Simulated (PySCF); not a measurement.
## How the method changes the constants of AsF⁺

State: ²Π (doublet), unpaired electrons π ↑. Set-up: basis As pcseg-1, F pcseg-1; no relativity; PySCF 2.14. De refers to As⁺ + F in their high-spin ground configurations, without counterpoise correction. The functionals are run spin-unrestricted. A positive dipole points towards F; it is taken about the centre of mass and depends on that origin.

```tsv
Level	Re (Å)	ωe (cm⁻¹)	De (eV)	μ (D)
UHF	1.682	842	1.94	-3.09
UHF-MP2	1.713	796	4.14	n/a
UHF-SCS-MP2	1.714	791	3.95	n/a
UHF-CCSD	1.711	793	3.67	n/a
UHF-CCSD(T)	1.718	776	3.82	n/a
LDA	1.707	788	5.80	-2.30
PBE	1.730	755	4.88	-2.39
r²SCAN	1.711	785	4.50	-2.46
PBE0	1.706	799	4.27	-2.62
M06	1.708	790	4.43	-2.91
BHandHLYP	1.693	822	3.73	-2.83
CAM-B3LYP	1.701	810	4.40	-2.63
```

The bond length runs from 1.682 Å (UHF) to 1.730 Å (PBE). De spans 1.94 eV (UHF, mean field) to 5.80 eV (LDA, local density). Correlation at CCSD(T) changes the Hartree–Fock bond energy by +1.88 eV; the triples alone change it by +0.15 eV.

Correlated steps freeze 10 core orbitals. Correlated levels converge slowly with the basis: in double zeta they bind strong bonds too weakly, by up to about 1 eV, and carry superposition errors of some tenths. Spin–orbit coupling is left out. For an ion De counts to the pair picked by the measured ionisation energies or electron affinities, which need not be the lowest pair at this level. Counting both spins, an empty level lies below a filled one in some of these solutions, because spin and occupation are held. The state was picked by a PBE0 search and need not be the measured ground state.

The whole job (state search and all levels along the bond) took about 0.86 min on 1 thread of Intel Xeon 6975P-C (shared host), peak memory 0.45 GiB.
